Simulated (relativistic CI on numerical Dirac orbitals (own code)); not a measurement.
**Electric-dipole lines of W XLVIII**

These numbers are calculated, not measured: Dirac-Coulomb-Breit CI, separate exchange-only KLI orbitals for each configuration, model QED, unscaled Slater integrals (own radial code, finite nucleus).

Configurations in the expansion (outside the closed core [Ne]): 3s²3p⁶3d⁹, 3s²3p⁵3d¹⁰, 3s3p⁶3d¹⁰, 3s²3p⁶3d⁸4s, 3s²3p⁶3d⁸4p, 3s²3p⁴3d¹⁰4s, 3s²3p⁶3d⁸4d, 3s²3p⁴3d¹⁰4p, 3s²3p⁵3d⁹4s, 3s²3p⁶3d⁸4f, 3s²3p⁴3d¹⁰4d, 3s3p⁵3d¹⁰4s, 3s²3p⁵3d⁹4p, 3s3p⁵3d¹⁰4p, 3s²3p⁶3d⁷4s², 3s²3p⁵3d⁹4d. Levels of other configurations are missing.

```csv
λ vac (Å),Lower,Upper,A (s⁻¹),E lower (Ry),E upper (Ry)
5.7455,3s²3p⁶3d⁹ ²D5/2 [1],3s²3p⁶3d⁸4f ²F°7/2 [176],1.05e+14,0.000,158.605
5.7505,3s²3p⁶3d⁹ ²D5/2 [1],3s²3p⁶3d⁸4f ²D°5/2 [175],9.06e+13,0.000,158.466
5.7739,3s²3p⁶3d⁹ ²D5/2 [1],3s²3p⁶3d⁸4f ²P°3/2 [173],7.47e+13,0.000,157.826
6.0748,3s²3p⁶3d⁹ ²D5/2 [1],3s²3p⁵3d⁹4s ²F°7/2 [103],1.92e+13,0.000,150.009
27.102,3s²3p⁶3d⁸4s ²F7/2 [7],3s²3p⁵3d⁹4s ²D°5/2 [126],2.43e+12,118.299,151.923
27.127,3s²3p⁶3d⁸4s ⁴F9/2 [6],3s²3p⁵3d⁹4s ⁴D°7/2 [125],2.31e+12,118.072,151.665
27.134,3s²3p⁶3d⁸4p ²G°9/2 [20],3s²3p⁵3d⁹4p ²F7/2 [178],2.30e+12,125.218,158.801
27.572,3s²3p⁶3d⁹ ²D5/2 [1],3s²3p⁵3d¹⁰ ²P°3/2 [3],1.67e+12,0.000,33.051
49.390,3s²3p⁶3d⁸4p ⁴G°7/2 [26],3s²3p⁶3d⁸4d ⁴H9/2 [89],7.60e+11,129.946,148.397
49.530,3s²3p⁶3d⁸4p ²G°9/2 [20],3s²3p⁶3d⁸4d ²H11/2 [68],7.62e+11,125.218,143.616
49.835,3s²3p⁶3d⁸4p ²H°9/2 [32],3s²3p⁶3d⁸4d ²I11/2 [96],7.52e+11,131.027,149.312
60.586,3s²3p⁶3d⁸4s ⁴F9/2 [6],3s²3p⁶3d⁸4p ⁴F°9/2 [36],2.59e+11,118.072,133.113
60.694,3s²3p⁶3d⁸4s ²D5/2 [8],3s²3p⁶3d⁸4p ²F°7/2 [40],3.85e+11,118.802,133.816
61.232,3s²3p⁶3d⁸4s ²F7/2 [7],3s²3p⁶3d⁸4p ²D°5/2 [38],3.95e+11,118.299,133.181
61.332,3s²3p⁶3d⁸4s ⁴P5/2 [13],3s²3p⁶3d⁸4p ⁴D°7/2 [52],3.96e+11,123.620,138.478
61.353,3s²3p⁶3d⁸4s ²F7/2 [7],3s²3p⁶3d⁸4p ²F°7/2 [37],2.83e+11,118.299,133.152
61.496,3s²3p⁶3d⁸4s ⁴F7/2 [11],3s²3p⁶3d⁸4p ⁴G°9/2 [47],4.25e+11,122.917,137.735
61.533,3s²3p⁶3d⁸4s ⁴F9/2 [6],3s²3p⁶3d⁸4p ⁴G°11/2 [35],4.25e+11,118.072,132.882
62.019,3s²3p⁶3d⁸4s ²G9/2 [16],3s²3p⁶3d⁸4p ²H°11/2 [55],4.17e+11,124.032,138.725
74.136,3s²3p⁶3d⁸4p ⁴G°11/2 [35],3s²3p⁶3d⁸4d ⁴H13/2 [75],2.85e+11,132.882,145.174
```

Terms are leading LS components. Brackets give the number of a level in order of energy, since labels repeat. The list gives strong lines, with weight on those to low levels, without lines whose two gauges differ by over a factor of 2.5, among the lowest 200 of 499 levels, so that lines to higher ones, which can be the strongest, are missing. Levels whose partners in the same complex of configurations lie outside the list can be far off, and so can their lines. Rates are taken at the computed energies, electric ones in the length gauge.

At this charge energies of transitions that change n are usually good to better than 1 %, and those within a shell (Δn = 0) to a few per cent.

LS names give the leading component of a level, which can be under half, so a name can repeat, a term be missing and a line seem to break the LS rules.
